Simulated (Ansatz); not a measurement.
Geometry optimisation, Ansatz, RKS B3LYP-D4/def2-SVP.

input.yaml

```yaml
crystal:
  periodic: [false, false, false]
  atoms:
    - { symbol: Ga, position_ang: [0.051763, -0.141378, 0.035818] }
    - { symbol: "N", position_ang: [-0.040004, -0.241117, 1.932913] }
    - { symbol: H, position_ang: [-0.791848, -0.80456, 2.325655] }
    - { symbol: H, position_ang: [0.820143, -0.458971, 2.431344] }
    - { symbol: "N", position_ang: [1.621988, -0.151356, -0.898917] }
    - { symbol: H, position_ang: [2.484293, -0.011707, -0.377257] }
    - { symbol: H, position_ang: [1.661357, 0.388908, -1.761261] }
    - { symbol: "N", position_ang: [-1.593959, 0.122129, -0.754725] }
    - { symbol: H, position_ang: [-2.416947, -0.256548, -0.292613] }
    - { symbol: H, position_ang: [-1.696621, 0.019245, -1.760743] }
    - { symbol: O, position_ang: [-0.685619, 2.601136, 0.941287] }
    - { symbol: H, position_ang: [-1.345875, 2.18647, 0.358564] }
    - { symbol: H, position_ang: [-0.605472, 1.92945, 1.663435] }
basis:
  gaussian: { orbitals: def2-SVP }
hamiltonian:
  xc: b3lyp
  dispersion: d4
relax:
  f_tol: 0.03
  max_steps: 50
```

Command:

```bash
$ ansatz run input.yaml --threads 4 --pin off --max-ram 5120MiB --backend cpu --events-out ev --progress --plain --runs-dir out
```

Q: Where does it end, and by what steps?

A: It converged. After 9 steps the energy has fallen by 0.216 eV; O11 moved furthest, 0.52 Å. Joined: Ga1–O11 (2.98 → 2.23 Å).

```
step  energy less start (eV)  largest force component (eV/Å)  accepted
   0                  0.0000                           0.917       yes
   1                 -0.0899                           0.665       yes
   2                 -0.1575                           0.746       yes
   3                 -0.1519                           1.392        no
   4                 -0.1982                           0.301       yes
   5                 -0.2095                           0.118       yes
   6                 -0.2086                           0.240        no
   7                 -0.2148                           0.064       yes
   8                 -0.2152                           0.059       yes
   9                 -0.2155                           0.008       yes
```

```xyz
13
Properties=species:S:1:pos:R:3
Ga -0.008 0.125 0.144
N -0.097 -0.205 1.995
H -0.801 -0.878 2.294
H 0.776 -0.473 2.447
N 1.552 -0.060 -0.818
H 2.424 0.144 -0.336
H 1.587 0.374 -1.738
N -1.694 0.207 -0.688
H -2.395 -0.448 -0.342
H -1.702 0.138 -1.704
O -0.399 2.250 0.696
H -1.277 2.100 0.284
H -0.502 1.908 1.609
```

Whether the end is a true minimum wasn't checked by a vibrational analysis.

Time of the run: 25 s on 4 threads of Arm Neoverse V1 (shared host), peak memory 0.34 GiB.
